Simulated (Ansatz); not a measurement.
Total energies of C2H6O2Si, SMILES `CO[Si]OC`.

```xyz
11

C    -1.368    0.488   -0.858
O    -1.415   -0.868   -0.484
Si   -0.575   -1.932    0.443
O     0.801   -1.197    0.958
C     1.513   -0.002    0.747
H    -0.743    0.619   -1.746
H    -2.381    0.819   -1.100
H    -0.979    1.120   -0.056
H     2.570   -0.184    0.952
H     1.161    0.780    1.426
H     1.416    0.355   -0.282
```

Charge 0, multiplicity 1. All single points use the PBE0-D4/def2-TZVP geometry. It is one conformer, not always the lowest. Basis def2-TZVPP, Ansatz.

RPA on PBE orbitals: Hartree–Fock energy of these orbitals -517.97010 Eh, correlation -1.49526 Eh (frozen core).

| functional | energy without D4 (Eh) | D4 term (kJ/mol) |
| --- | --- | --- |
| revPBE | -519.76512 | -68.7 |
| CAM-B3LYP | -519.82211 | -18.6 |

Give the same for LDA (SPW92), PBE, BLYP, r2SCAN, B97M-V, PBE0, B3LYP, r2SCANh, r2SCAN0, HSE06 (plane-wave form), BHLYP, LC-ωPBE, ωB97X-V, ωB97M-V, B2PLYP, PBE-QIDH. (Best estimate.)

Computed: 
| functional | energy without D4 (Eh) | D4 term (kJ/mol) |
| --- | --- | --- |
| LDA (SPW92) | -516.92383 | – |
| PBE | -519.48424 | -21.8 |
| BLYP | -519.84187 | -47.9 |
| r2SCAN | -519.74989 | -5.5 |
| B97M-V | -519.78365 | – |
| PBE0 | -519.51970 | -18.4 |
| B3LYP | -519.93293 | -34.9 |
| r2SCANh | -519.73524 | -5.8 |
| r2SCAN0 | -519.71460 | -6.4 |
| HSE06 (plane-wave form) | -519.50175 | -17.1 |
| BHLYP | -519.78210 | -25.7 |
| LC-ωPBE | -519.66673 | – |
| ωB97X-V | -519.78193 | – |
| ωB97M-V | -519.80104 | – |
| B2PLYP | -519.61560 | – |
| PBE-QIDH | -519.40174 | – |

B3LYP takes the VWN-RPA correlation (the form of Gaussian; ORCA's B3LYP/G). HSE06 is the plane-wave form, built on full-range PBE exchange. The double hybrids freeze the cores in their second-order part.

LC-ωPBE has ω = 0.4 bohr⁻¹.
